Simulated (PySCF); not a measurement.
Identify the unknown among the candidates.

All candidates are C7H12O3.

| technique | computed result |
| --- | --- |
| 13C NMR | chemical shifts (computed TMS as zero) by class: 165.4 (1 C), 142.5 (1 C), 132.8 (1 C), 98.9 (1 C), 58.4 (1 C), 20.3 (1 C), 15.3 (1 C) ppm [GIAO PBE0/pcSseg-1] |
| Dipole | 1.01 D [PBE0/pcSseg-1] |
| 1H NMR | chemical shifts (computed TMS as zero) by class: 8.19 (1 H), 7.04 (1 H), 5.73 (1 H), 3.66 (3 H), 2.04 (3 H), 1.94 (3 H) ppm [GIAO PBE0/pcSseg-1] |
| NMR, other nuclei | isotropic shieldings of nuclei other than C and H, by class: -95 (1 O), 75 (1 O), 276 (1 O) ppm [GIAO PBE0/pcSseg-1] |
| Rotational structure | rotational constants A, B, C: 1.371, 1.203, 0.840 GHz [GFN2-xTB] |

Electronic properties: PySCF, gas phase, density fitting. Levels stand in brackets. Geometry: GFN2-xTB, one conformer, isolated molecule. NMR classes are plain means over equivalent atoms (diastereotopic ones count apart unless rotation or inversion swaps them), as if these changed places fast.

**Question.** Which candidate is it?
A. `C/C=C(/C)[C@H](OC)OC=O`
B. `C=CCO[C@H](C)C(=O)OC`
C. `CO[C@H]1C[C@](C)(C(=O)O)C1`
D. `CO[C@@H](C)C(=O)OC1CC1`
E. `CC(C)O[C@H]1CC(=O)CO1`

**Answer.** A. It is `C/C=C(/C)[C@H](OC)OC=O`. Numbering: `[CH3:1]/[CH:2]=[C:3](/[CH3:4])[C@H:5]([O:6][CH3:7])[O:8][CH:9]=[O:10]`. Its formula, C7H12O3, gives 2 degrees of unsaturation: 0 rings and 2 π bonds in the structure found. 7 carbons fall into 7 classes; from least to most shielded: ester carbonyl carbon [C9] (165.4 ppm), fully substituted alkene carbon [C3] (142.5 ppm), alkene CH carbon [C2] (132.8 ppm), sp3 carbon bearing two oxygens [C5] (98.9 ppm), methoxy carbon [C7] (58.4 ppm), allylic carbon [C4] (20.3 ppm), allylic carbon [C1] (15.3 ppm). Hydrogen classes from least to most shielded: 1 H on an ester carbonyl carbon, C9 (8.19 ppm), 1 H on an sp3 carbon bearing two oxygens, C5 (7.04 ppm), 1 H on an alkene CH carbon, C2 (5.73 ppm), 3 H on a methoxy carbon, C7 (3.66 ppm, a mean of values up to 0.6 ppm apart in this geometry), 3 H on an allylic carbon, C1 (2.04 ppm, a mean of values up to 1.3 ppm apart in this geometry), 3 H on an allylic carbon, C4 (1.94 ppm, a mean of values up to 1.0 ppm apart in this geometry). The other shieldings belong to: -95 ppm, ester carbonyl oxygen [O10]; 75 ppm, ester single-bonded oxygen [O8]; 276 ppm, ether oxygen [O6]. The optimised geometry has point group C1 and is an asymmetric top.

The others, at the same levels:
- `CO[C@@H](C)C(=O)OC1CC1` fails: its computed 13C shifts are 179.1 (1 C), 80.5 (1 C), 59.0 (1 C), 49.1 (1 C), 22.3 (1 C), 7.1 (1 C), 7.1 (1 C) ppm, 1H shifts are 5.30 (1 H), 3.69 (1 H), 3.62 (3 H), 1.41 (3 H), 0.79 (1 H), 0.78 (1 H), 0.65 (1 H), 0.63 (1 H) ppm and rotational constant A is 2.838 GHz (against 1.371 GHz).
- `CO[C@H]1C[C@](C)(C(=O)O)C1` fails: it has 6 carbon classes against 7; its computed 13C shifts are 183.2 (1 C), 71.6 (1 C), 57.4 (1 C), 41.4 (2 C), 36.9 (1 C), 27.9 (1 C) ppm, 1H shifts are 5.99 (1 H), 3.68 (1 H), 3.35 (3 H), 2.89 (2 H), 1.84 (2 H), 1.50 (3 H) ppm and rotational constant A is 2.659 GHz (against 1.371 GHz).
- `C=CCO[C@H](C)C(=O)OC` fails: its computed 13C shifts are 180.8 (1 C), 147.5 (1 C), 125.3 (1 C), 74.4 (1 C), 73.6 (1 C), 53.5 (1 C), 22.5 (1 C) ppm, 1H shifts are 6.22 (1 H), 5.54 (1 H), 5.50 (1 H), 4.66 (1 H), 4.53 (1 H), 4.23 (1 H), 3.85 (3 H), 1.46 (3 H) ppm and rotational constant A is 1.905 GHz (against 1.371 GHz).
- `CC(C)O[C@H]1CC(=O)CO1` fails: its computed 13C shifts are 219.8 (1 C), 109.3 (1 C), 79.3 (1 C), 72.4 (1 C), 47.7 (1 C), 26.3 (1 C), 25.5 (1 C) ppm, 1H shifts are 5.64 (1 H), 4.29 (1 H), 4.05 (1 H), 3.70 (1 H), 2.58 (1 H), 2.38 (1 H), 1.50 (3 H), 1.21 (3 H) ppm and rotational constant A is 2.836 GHz (against 1.371 GHz).

Each candidate is one conformer, not necessarily the lowest. Dipoles, sizes and rotational constants follow the conformer. The torsions of the flexible species, by atom-mapped SMILES:
- `[CH3:1]/[CH:2]=[C:3](/[CH3:4])[C@H:5]([O:6][CH3:7])[O:8][CH:9]=[O:10]`: C2–C3–C5–O6 -139°, C3–C5–O6–C7 170°, C3–C5–O8–C9 -109°, C5–O8–C9–O10 1°
- `[CH3:1][O:2][C@@H:3]([CH3:4])[C:5](=[O:6])[O:7][CH:8]1[CH2:9][CH2:10]1`: C1–O2–C3–C4 173°, O2–C3–C5–O6 -12°, C3–C5–O7–C8 178°, C5–O7–C8–C9 147°
- `[CH3:1][O:2][C@H:3]1[CH2:4][C@:5]([CH3:6])([C:7](=[O:8])[OH:9])[CH2:10]1`: C1–O2–C3–C4 76°, C4–C5–C7–O8 5°, H–O9–C7–C5 179°

The conformers of `C=CCO[C@H](C)C(=O)OC` and `CC(C)O[C@H]1CC(=O)CO1` aren't listed.
